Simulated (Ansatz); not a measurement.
Consider the redistribution: `CO[Si](O)([SiH3])Br` + `[OH][Al]([O][SiH3])[O][SiH3]` → `CO[SiH](O)Br` + `[SiH3][O][Al]([O][SiH3])[O][SiH3]`.

Computed with Ansatz on PBE0-D4/def2-TZVP structures; ΔE is electronic, products minus reactants. CBS: MP2 limit from def2 TZ/QZ plus the TZ coupled-cluster correction, frozen cores. DFT in def2-TZVPP. B3LYP here is the variant with VWN-RPA as its local correlation; programs differ in this. For Br outer-core shells are correlated without core-valence functions, which leaves a few kJ/mol of doubt a bond. Scalar relativity is left out up to krypton. One conformer a species, not always the lowest.

`CO[Si](O)([SiH3])Br`:

Cartesian coordinates in Å:
```
C 0.733 -1.492 1.331
O -0.134 -0.378 1.283
Si -0.817 0.270 -0.046
O -1.930 1.357 0.431
Si 0.675 1.326 -1.496
Br -1.798 -1.407 -1.173
H 0.257 -2.379 0.903
H 1.664 -1.294 0.789
H 0.972 -1.685 2.377
H -2.624 1.066 1.026
H 1.736 0.352 -1.867
H -0.039 1.763 -2.722
H 1.305 2.500 -0.835
```

`[OH][Al]([O][SiH3])[O][SiH3]`:

Cartesian coordinates in Å:
```
O -1.983 0.418 -1.749
Al -0.709 0.238 -0.662
O -0.522 -1.228 0.113
Si -0.613 -2.743 0.688
O 0.355 1.497 -0.360
Si 1.591 2.355 0.253
H -2.140 1.233 -2.222
H 0.383 -2.927 1.777
H -0.326 -3.722 -0.394
H -1.971 -3.011 1.231
H 1.070 3.578 0.919
H 2.353 1.555 1.249
H 2.512 2.759 -0.843
```

`CO[SiH](O)Br`:

Z-matrix (Å, degrees):
```
C
O 1 1.412
H 1 1.090 2 107.9
H 1 1.095 2 111.2 3 119.1
H 1 1.094 2 111.1 3 -119.4
Si 2 1.622 1 126.7 3 177.5
Br 6 2.230 2 108.1 1 -51.7
O 6 1.621 2 109.4 1 -172.8
H 6 1.472 2 113.4 1 67.6
H 8 0.959 6 118.5 2 58.9
```

`[SiH3][O][Al]([O][SiH3])[O][SiH3]`:

Cartesian coordinates in Å:
```
Si 1.215 0.694 2.949
O 0.456 0.399 1.544
Al -0.003 -0.005 -0.008
O -1.591 0.184 -0.484
Si -3.181 0.492 -0.603
O 1.124 -0.599 -1.085
Si 1.967 -1.184 -2.344
H 0.894 2.068 3.415
H 2.689 0.576 2.784
H 0.768 -0.283 3.976
H -3.430 1.419 -1.738
H -3.921 -0.775 -0.841
H -3.690 1.117 0.647
H 3.180 -0.354 -2.565
H 1.142 -1.165 -3.581
H 2.381 -2.584 -2.064
```

| level | ΔE (kJ/mol) | difference from CCSD(T)/CBS |
| --- | --- | --- |
| PBE-D4 | -81.0 | 29.6 |
| r2SCAN-D4 | -104.5 | 6.1 |
| B3LYP-D4 | -108.5 | 2.1 |
| ωB97M-V | -112.2 | -1.6 |
| B2PLYP | -117.3 | -6.7 |
| PBE | -84.6 | 26.0 |
| MP2/def2-TZVPP | -117.7 | -7.1 |
| SCS-MP2/def2-TZVPP | -124.2 | -13.6 |
| CCSD/def2-TZVPP | -117.5 | -6.9 |
| CCSD(T)/def2-TZVPP | -112.1 | -1.5 |
| HF/def2-QZVPP | -150.3 | -39.7 |
| MP2/def2-QZVPP | -117.9 | -7.3 |
| SCS-MP2/def2-QZVPP | -124.3 | -13.7 |
| HF/CBS(def2) | -150.7 | -40.1 |
| MP2/CBS(def2) | -116.2 | -5.6 |
| CCSD/CBS(def2) | -116.1 | -5.5 |
| CCSD(T)/CBS | -110.6 | 0 |

Largest T1 diagnostic among the species: 0.012.

The D4 term adds +6.1 kJ/mol with B3LYP and +3.3 kJ/mol with PBE0; it sums over pairs of atoms, weighted by their polarisabilities, and B3LYP, whose exchange is more repulsive, gets the larger term. From PBE to PBE0 (25 % exact exchange), in def2-TZVPP and without D4, ΔE moves by −11.8 kJ/mol. In def2-TZVPP, CCSD(T) changes the Hartree–Fock value by +35.3 kJ/mol (the triples alone add +5.4 kJ/mol) and MP2 by +29.7 kJ/mol.
